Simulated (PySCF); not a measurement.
PySCF 2.14 output of an unrestricted TPSS calculation on a single atom or ion in cc-pVDZ (3s2p1d, 14 functions), with no relativity, point nucleus:

```
SCF conv_tol = 1e-09
number electrons alpha = 3  beta = 2
    J. Tao, J. P. Perdew, V. N. Staroverov, and G. E. Scuseria.,  Phys. Rev. Lett. 91, 146401 (2003)
    J. P. Perdew, J. Tao, V. N. Staroverov, and G. E. Scuseria.,  J. Chem. Phys. 120, 6898 (2004)
    J. Tao, J. P. Perdew, V. N. Staroverov, and G. E. Scuseria.,  Phys. Rev. Lett. 91, 146401 (2003)
    J. P. Perdew, J. Tao, V. N. Staroverov, and G. E. Scuseria.,  J. Chem. Phys. 120, 6898 (2004)
cycle= 1 E= -24.6653337617734  delta_E= -0.00207  |g|= 0.00703  |ddm|= 0.141
cycle= 2 E= -24.6653876529487  delta_E= -5.39e-05  |g|= 0.00137  |ddm|= 0.0372
cycle= 3 E= -24.6653897827859  delta_E= -2.13e-06  |g|= 0.000388  |ddm|= 0.0106
cycle= 4 E= -24.6653899584256  delta_E= -1.76e-07  |g|= 7.03e-06  |ddm|= 0.00305
cycle= 5 E= -24.6653899585024  delta_E= -7.68e-11  |g|= 2.86e-07  |ddm|= 8.61e-05
converged SCF energy = -24.6653899585024  <S^2> = 0.75403641  2S+1 = 2.0040323
```

The run itself started from symmetry-adapted Hartree-Fock orbitals and held the occupation by maximum overlap, on a logarithmic radial grid, so the iterations belong to that start.

Which element, charge and spin multiplicity is this?

B (boron, neutral), multiplicity 2; the state was [He] 2s2 2p1, 2P determinant.
